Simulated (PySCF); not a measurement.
BFO, triplet, at a GFN2-xTB geometry of the parent state (a higher spin typed on purpose: for a closed-shell molecule this is an excited state); BLYP/6-31G in PySCF.

The PySCF input:
```python
from pyscf import gto, scf, dft

mol = gto.M(
    atom='''
F    -1.246835    0.252425    0.110093
B     0.200928   -0.491199   -0.309364
O     1.277110    0.023021    0.069498
''',
    basis='6-31g',
    charge=0,
    spin=2,
    verbose=4,
)

mf = dft.UKS(mol)
mf.xc = 'blyp'
mf.kernel()
```

### Question
What does PySCF print? Leave out banner, timings and long lists.

### Answer

```
PySCF version 2.14.0

[INPUT] verbose = 4
[INPUT] num. atoms = 3
[INPUT] num. electrons = 22
[INPUT] charge = 0
[INPUT] spin (= nelec alpha-beta = 2S) = 2
[INPUT] symmetry False subgroup None
[INPUT] Mole.unit = angstrom
[INPUT] Symbol           X                Y                Z      unit          X                Y                Z       unit  Magmom
[INPUT]  1 F     -1.246835000000   0.252425000000   0.110093000000 AA   -2.356176672522   0.477014116993   0.208045618232 Bohr   0.0
[INPUT]  2 B      0.200928000000  -0.491199000000  -0.309364000000 AA    0.379698890757  -0.928231582660  -0.584613232800 Bohr   0.0
[INPUT]  3 O      1.277110000000   0.023021000000   0.069498000000 AA    2.413388130943   0.043503385114   0.131332186205 Bohr   0.0

nuclear repulsion = 46.1138922620655
number of shells = 15
number of NR pGTOs = 66
number of NR cGTOs = 27
basis = 6-31g
ecp = {}

******** <class 'pyscf.dft.uks.UKS'> ********
method = UKS
initial guess = minao
damping factor = 0
level_shift factor = 0
DIIS = <class 'pyscf.scf.diis.CDIIS'>
diis_start_cycle = 1
diis_space = 8
diis_damp = 0
SCF conv_tol = 1e-09
SCF conv_tol_grad = None
SCF max_cycles = 50
direct_scf = True
direct_scf_tol = 1e-13
number electrons alpha = 12  beta = 10
XC library pyscf.dft.libxc version 7.1.2
    S. Lehtola, C. Steigemann, M. J. T. Oliveira, and M. A. L. Marques,  SoftwareX 7, 1–5 (2018)
XC functionals = blyp
    A. D. Becke,  Phys. Rev. A 38, 3098 (1988)
    C. Lee, W. Yang, and R. G. Parr,  Phys. Rev. B 37, 785 (1988)
    B. Miehlich, A. Savin, H. Stoll, and H. Preuss,  Chem. Phys. Lett. 157, 200 (1989)
radial grids:
    Treutler-Ahlrichs [JCP 102, 346 (1995); DOI:10.1063/1.469408] (M4) radial grids

becke partition: Becke, JCP 88, 2547 (1988); DOI:10.1063/1.454033
pruning grids: <function nwchem_prune>
grids dens level: 3
symmetrized grids: False
atomic radii adjust function: <function treutler_atomic_radii_adjust>
small_rho_cutoff = 0
Set gradient conv threshold to 3.16228e-05
tot grids = 42392
init E= -199.911995875192

cycle= 1 E= -199.64682816135  delta_E= 0.265  |g|= 0.453  |ddm|= 1.44

cycle= 2 E= -199.003884707683  delta_E= 0.643  |g|= 1.29  |ddm|= 1.08

cycle= 3 E= -199.534640960723  delta_E= -0.531  |g|= 0.621  |ddm|= 1.04

cycle= 4 E= -199.714297676669  delta_E= -0.18  |g|= 0.195  |ddm|= 0.65

cycle= 5 E= -199.733344074657  delta_E= -0.019  |g|= 0.0182  |ddm|= 0.18

cycle= 6 E= -199.733392828042  delta_E= -4.88e-05  |g|= 0.0179  |ddm|= 0.0349

cycle= 7 E= -199.733554209083  delta_E= -0.000161  |g|= 0.00302  |ddm|= 0.0133

cycle= 8 E= -199.733556869174  delta_E= -2.66e-06  |g|= 0.00168  |ddm|= 0.00105

cycle= 9 E= -199.733558290482  delta_E= -1.42e-06  |g|= 0.000144  |ddm|= 0.00154

cycle= 10 E= -199.733558300498  delta_E= -1e-08  |g|= 1.34e-05  |ddm|= 0.000141

cycle= 11 E= -199.733558300337  delta_E= 1.61e-10  |g|= 2.44e-05  |ddm|= 4.07e-05

Extra cycle  E= -199.733558272583  delta_E= 2.78e-08  |g|= 0.000241  |ddm|= 0.000221
SCF not converged.
SCF energy = -199.733558272583 after 50 cycles  <S^2> = 2.0030966  2S+1 = 3.0020637
```

The run did not converge; its last values are not results.
